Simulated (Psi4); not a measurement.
C₄H₁₃AlOSi, singlet, geometry from GFN2-xTB (such geometries of metal compounds can be far from the true shape), atoms displaced at random by about 0.08 Å a coordinate; R2SCAN/STO-3G, gradient (Psi4 1.11).

Here is a job for Psi4.
```
memory 2 GB

molecule {
0 1
Al    0.69819849   -0.35993507    1.16151455
C     0.53706313   -2.09547700    2.24275476
H     0.05261158   -2.78715925    1.79142197
H     0.46176683   -2.04565821    3.30223591
H     1.59395922   -2.44030767    2.28241517
O     1.52982809    0.89602913    1.79610898
H     2.19065270    1.63841127    1.99305253
Si   -0.37096286    0.22492036   -0.74086239
C     0.79532921    0.94490262   -2.25848401
C    -1.93827136    1.42818862   -0.59131402
C    -1.30957037   -1.30402778   -1.87280101
H     0.33213670    1.36962153   -3.01947081
H     1.18172861    1.92645273   -1.83410175
H     1.41764941    0.41008244   -2.65713479
H    -1.52926331    2.33395536   -0.12915272
H    -2.74603099    1.11679651    0.00729557
H    -2.17175906    1.74391924   -1.61677370
H    -2.13425547   -1.82045545   -1.16233430
H    -0.44440335   -2.25847299   -2.03003670
H    -1.78019645   -0.98403844   -2.79343269
symmetry c1
no_reorient
no_com
}

set {
  basis sto-3g
}

gradient('r2scan')
print_variables()
```

What the program printed (banner, timings and long lists left out):

```
gradient() will perform analytic gradient computation.

   => Loading Basis Set <=

    Name: STO-3G
    Role: ORBITAL
    Keyword: BASIS

         ---------------------------------------------------------
                                   SCF
               by Justin Turney, Rob Parrish, Andy Simmonett
                          and Daniel G. A. Smith
                              RKS Reference
         ---------------------------------------------------------

  ==> Geometry <==

    Molecular point group: c1
    Full point group: C1

    Geometry (in Angstrom), charge = 0, multiplicity = 1:

       Center              X                  Y                   Z               Mass
    ------------   -----------------  -----------------  -----------------  -----------------
         AL           0.698198490000    -0.359935070000     1.161514550000    26.981538530000
         C            0.537063130000    -2.095477000000     2.242754760000    12.000000000000
         H            0.052611580000    -2.787159250000     1.791421970000     1.007825032230
         H            0.461766830000    -2.045658210000     3.302235910000     1.007825032230
         H            1.593959220000    -2.440307670000     2.282415170000     1.007825032230
         O            1.529828090000     0.896029130000     1.796108980000    15.994914619570
         H            2.190652700000     1.638411270000     1.993052530000     1.007825032230
         SI          -0.370962860000     0.224920360000    -0.740862390000    27.976926534650
         C            0.795329210000     0.944902620000    -2.258484010000    12.000000000000
         C           -1.938271360000     1.428188620000    -0.591314020000    12.000000000000
         C           -1.309570370000    -1.304027780000    -1.872801010000    12.000000000000
         H            0.332136700000     1.369621530000    -3.019470810000     1.007825032230
         H            1.181728610000     1.926452730000    -1.834101750000     1.007825032230
         H            1.417649410000     0.410082440000    -2.657134790000     1.007825032230
         H           -1.529263310000     2.333955360000    -0.129152720000     1.007825032230
         H           -2.746030990000     1.116796510000     0.007295570000     1.007825032230
         H           -2.171759060000     1.743919240000    -1.616773700000     1.007825032230
         H           -2.134255470000    -1.820455450000    -1.162334300000     1.007825032230
[...]
  @DF-RKS Final Energy:  -757.93832103004752
    Total Energy =                       -757.9383210300475184
[...]

    1.0000   XC_MGGA_C_R2SCAN

   => LibXC Density Thresholds  <==

    XC_MGGA_C_R2SCAN:  1.00E-15
    XC_MGGA_X_R2SCAN:  1.00E-11

   => Molecular Quadrature <=

    Radial Scheme          =       TREUTLER
    Pruning Scheme         =           NONE
    Nuclear Scheme         =       TREUTLER

    Blocking Scheme        =         OCTREE
    BS radius alpha        =              1
    Pruning alpha          =              1
    Radial Points          =             75
    Spherical Points       =            302
    Total Points           =         422589
    Total Blocks           =           3097
    Max Points             =            256
    Max Functions          =             52
    Weights Tolerance      =       1.00E-15

  -Total Gradient:
     Atom            X                  Y                   Z
    ------   -----------------  -----------------  -----------------
       1       -0.012048306110     0.012500747801    -0.045869387988
       2       -0.138524711279    -0.143035081352    -0.029969207750
       3        0.089865571214     0.112320483766     0.062635571341
       4        0.035787964469    -0.008876567823    -0.023765604945
       5        0.002869899733     0.001989735735     0.019941888748
       6       -0.004509031792    -0.000657163601    -0.008588971692
       7        0.017270905917     0.024154387691     0.010884358190
       8        0.051893520332     0.028638974092     0.111383273660
       9        0.134692154907    -0.147586383029    -0.224344220990
      10       -0.085659300967    -0.017727518018     0.020762459738
      11       -0.057097135365     0.067714239553    -0.098541136812
      12        0.083363424940    -0.031741608588     0.087045913949
      13       -0.017344285580     0.034941416537     0.003512296544
      14       -0.176650646314     0.146530142592     0.081033747253
      15        0.004751787949    -0.005206121442    -0.004534288809
      16        0.030645886631     0.018617366984    -0.011431205060
      17        0.014062084947     0.008191281761    -0.004405397143
      18       -0.037452912363    -0.027574220785     0.039849775177
      19        0.064065464420    -0.070583132840     0.000160053653
      20       -0.000457424397    -0.003491365735     0.013385666346

  Variable Map:
  ----------------------------------------------------------------------------
[...]
  Array Variable Map:
  ----------------------------------------------------------------------------
[...]
[...]
```
